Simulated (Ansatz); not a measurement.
One change: `[OH][SnH3]` becomes `[OH][SnH2][F]`.

Ansatz, PBE0-D4/def2-TZVP geometries, multiplicity 1. Each molecule was computed in one conformer, which needn't be the lowest.

Elements past krypton have def2 core potentials.

```
                                                                                  property  `[OH][SnH3]`
                                                       HOMO energy (B3LYP/def2-TZVPP) / eV         -7.97
                                                        HOMO energy (PBE0/def2-TZVPP) / eV         -8.21
                                          size of the dipole moment (B3LYP/def2-TZVPP) / D          1.67
                                                        LUMO energy (PBE0/def2-TZVPP) / eV         -0.54
                                                         LUMO energy (PBE/def2-TZVPP) / eV         -1.33
ideal-gas entropy at 298 K and 1 bar (rigid rotor, harmonic PBE0-D4/def2-TZVP) / J/(mol·K)           287
```

Question: What does the change do to each property? (Best estimate.)

Answer: The calculation gave: 
```csv
property,`[OH][SnH2][F]`,shift
HOMO energy (B3LYP/def2-TZVPP) / eV,-8.72,-0.75
HOMO energy (PBE0/def2-TZVPP) / eV,-8.97,-0.76
size of the dipole moment (B3LYP/def2-TZVPP) / D,2.38,0.71
LUMO energy (PBE0/def2-TZVPP) / eV,-0.65,-0.11
LUMO energy (PBE/def2-TZVPP) / eV,-1.61,-0.28
"ideal-gas entropy at 298 K and 1 bar (rigid rotor, harmonic PBE0-D4/def2-TZVP) / J/(mol·K)",308,21
```

With PBE0 the HOMO falls by 0.76 eV and the LUMO falls by 0.11 eV, so the gap widens by about 0.65 eV. PBE moves the HOMO by -0.69 eV and ωB97M-V by -0.81 eV. Dipoles are sizes alone; their direction can turn.

B3LYP here is the variant with VWN-RPA as its local correlation; programs differ in this.
